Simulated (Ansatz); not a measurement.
Reactions of C2H8OSn (`[CH3][SnH]([CH3])[OH]`).

Gas-phase electronic energies from Ansatz, PBE0-D4/def2-TZVP geometries. CCSD(T)/CBS is the MP2 limit (def2-TZVPP, def2-QZVPP) plus CCSD(T) − MP2 in def2-TZVPP, frozen cores. Double bonds are as drawn, so ΔE can hold a change between cis and trans. Elements past krypton have def2 core potentials. For Br, Ge, Sn, W outer-core shells are correlated without core-valence functions, which leaves a few kJ/mol of doubt a bond. Scalar relativity is left out up to krypton. One conformer a species, not always the lowest.

Problem. Order these by ΔE at CCSD(T)/CBS, lowest first. (An estimate is asked.)
A. `[CH3][SnH]([CH3])[OH]` + `CC[Si]N` → `[CH3][SnH]([NH2])[OH]` + `CC[Si]C`
B. `[CH3][SnH]([CH3])[OH]` + `C=N/C([SiH3])=C\F` → `C=[N][SnH]([CH3])[OH]` + `C/C([SiH3])=C\F`
C. `[CH3][SnH]([CH3])[OH]` + `N[SiH2]C=O` → `[CH3][SnH]([NH2])[OH]` + `C[SiH2]C=O`
D. `[CH3][SnH]([CH3])[OH]` + `[Br][GeH2][Br]` → `[CH3][SnH]([OH])[Br]` + `[CH3][GeH2][Br]`
E. `[CH3][SnH]([CH3])[OH]` + `C[O][W](=[NH])(=[NH])[OH]` → `C[O][SnH]([CH3])[OH]` + `[CH3][W](=[NH])(=[NH])[OH]`
F. `[CH3][SnH]([CH3])[OH]` + `C[SiH2]N[SiH2]O` → `[CH3][SnH2][CH3]` + `C[SiH](O)N[SiH2]O`

Solution. F (-0.86 eV), D (-0.54 eV), B (-0.31 eV), C (+0.32 eV), E (+0.64 eV), A (+1.12 eV).

Largest T1 diagnostic: 0.020, for `[CH3][W](=[NH])(=[NH])[OH]`.
